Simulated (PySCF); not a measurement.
**Heteronuclear NMR**

Cartesian coordinates in Å; atom numbers follow the order of the lines, from 1:
```xyz
15

F    -1.569    2.671   -0.308
C    -1.097    1.429   -0.276
C    -1.988    0.366   -0.182
C    -1.485   -0.932   -0.152
C    -0.112   -1.161   -0.213
C     0.761   -0.076   -0.306
C     2.247   -0.308   -0.315
F     2.735   -0.364    0.929
F     2.896    0.673   -0.947
F     2.564   -1.458   -0.914
C     0.275    1.230   -0.340
H    -3.060    0.570   -0.137
H    -2.175   -1.776   -0.081
H     0.283   -2.178   -0.196
H     0.945    2.087   -0.423
```

PySCF calculation with structure optimised with PBE0-D3(BJ)/def2-SVP, NMR shieldings at PBE0/pcSseg-1/GIAO and J couplings at B3LYP/pcJ-1 (spin–dipole term only in couplings to heteroatoms); relativity neglected, rapidly exchanging positions averaged, isolated molecule, one computed conformer.

Q: What are the 19F shifts?

A: 
```csv
atoms,environment,σ (ppm),δ (ppm)
F8/F9/F10,fluorine of a CF3 group,254.2,-63.8
F1,aryl fluorine,285.7,-108.3
```

Shieldings were converted by a linear fit to measured shifts: 19F (scatter 6.9 ppm rms, 7.7 ppm with the 5 outliers that the fit left out vs CFCl3, solution or neat liquid, with a term for F on sp3 carbon). Occasional misses reach two or three times the rms, and more in compound classes unlike the fitted ones. Couplings are scaled by factors fitted to measured values: 3J(H,H) × 0.91 (rms 0.4 Hz, 0.5 with 2 outliers), 1J(C,F) × 0.77 (rms 7.3 Hz), 2J(C,F) × 1.09 (rms 1.9 Hz, 5.0 with 1 outliers), 3J(C,F) × 1.48 (rms 1.3 Hz); all others are unscaled and can be 10–30 % off.

Couplings (the largest are listed; each averaged over equivalent pairs): 1J(C7,F8) = -260.4 Hz, 1J(F1,C2) = -245.9 Hz, 2J(F8,F9) = 70.1 Hz, 2J(C6,F8) = 38.9 Hz, 2J(F1,C11) = 23.6 Hz, 2J(F1,C3) = 20.4 Hz, 3J(F1,H15) = 9.1 Hz, 3J(F1,H12) = 8.4 Hz, 3J(F1,C4) = 7.6 Hz, 3J(F1,C6) = 6.7 Hz, 3J(F8,C11) = 5.9 Hz, 3J(C5,F8) = 5.4 Hz.

On a 300 MHz spectrometer 19F resonates near 282.3 MHz, so 1 ppm is 282.3 Hz.
